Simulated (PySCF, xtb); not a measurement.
chlorosilylboronic acid (BClH4O2Si), SMILES OB([SiH2]Cl)O.

xtb with GFN2-xTB at its own geometry gives an orbital gap of 4.11 eV and a dipole moment of 2.01 D.

The structure is a stationary point at B3LYP-D3(BJ)/def2-SVP. One conformer was computed; it need not be the lowest.

Problem. What does PBE/def2-TZVP (PySCF) give? (An estimate is asked for; the answer gives what the named calculation found.)

Solution. gap 5.36 eV (levels -6.87 and -1.51 eV), dipole 2.02 D.
